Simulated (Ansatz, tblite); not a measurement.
Spin states of Cd3Te4 (the lowest singlet isomer of a short search), each relaxed with PBE-D4/def2-SVP in Ansatz. Electronic energies in the gas phase.

In the def2 sets Cd, Te take a core potential; there is no spin–orbit coupling. The xTB rows come from tblite. The structure comes from a short search, and lower isomers may exist.

Singlet geometry:

Cartesian coordinates in Å:
```
Cd 1.2521 0.9277 2.7254
Cd -0.5936 -2.0195 -0.5590
Cd 1.7026 0.3444 -0.2901
Te 2.0126 -2.3375 -0.0486
Te -1.7358 1.3124 0.3864
Te 0.2636 2.5115 -1.1149
Te -2.9015 -0.7390 -1.0992
```

Triplet geometry (Cs within 0.1 Å):

```xyz
7

Cd    2.1400   -0.4443    1.2283
Cd   -0.8894    1.2231    1.2626
Cd   -0.7625   -1.8099   -0.0120
Te   -2.0977   -0.9943    2.1676
Te    0.8062    0.8917   -2.0380
Te    0.4990   -1.9751   -2.3775
Te    0.3043    3.1088   -0.2310
```

Quintet geometry (Cs within 0.1 Å):

Cartesian coordinates in Å:
```
Cd -0.715 1.788 -1.029
Cd 1.339 0.261 1.660
Cd 1.219 -1.385 -1.118
Te 3.266 -1.286 0.613
Te -3.075 0.006 0.136
Te -1.112 -0.996 -2.363
Te -0.921 1.611 2.101
```

⟨S²⟩: triplet 2.02 at PBE0-D4/def2-TZVP (pure 2.00), quintet 6.02 at PBE0-D4/def2-TZVP (pure 6.00).

Only these spin states were relaxed. The quintet has other bonds than the singlet, so the gap mixes isomer and spin.

```json
{"level": "PBE-D4/def2-TZVP", "triplet − singlet (kJ/mol)": "78.9", "quintet − singlet (kJ/mol)": "201.8", "lowest of these": "singlet"}
{"level": "BLYP-D4/def2-TZVP", "triplet − singlet (kJ/mol)": "74.7", "quintet − singlet (kJ/mol)": "214.0", "lowest of these": "singlet"}
{"level": "r2SCAN-D4/def2-TZVP", "triplet − singlet (kJ/mol)": "79.2", "quintet − singlet (kJ/mol)": "173.6", "lowest of these": "singlet"}
{"level": "PBE0-D4/def2-TZVP", "triplet − singlet (kJ/mol)": "94.2", "quintet − singlet (kJ/mol)": "197.8", "lowest of these": "singlet"}
```

**Question.** Estimate the rows for GFN1-xTB, GFN2-xTB, HF/def2-TZVP.

**Answer.** 
| level | triplet − singlet (kJ/mol) | quintet − singlet (kJ/mol) | lowest of these |
| --- | --- | --- | --- |
| GFN1-xTB | 161.8 | 462.0 | singlet |
| GFN2-xTB | 147.0 | 383.3 | singlet |
| HF/def2-TZVP | 91.9 | 106.7 | singlet |

The xTB methods have no term that favours high spin, so they put low spin too low.
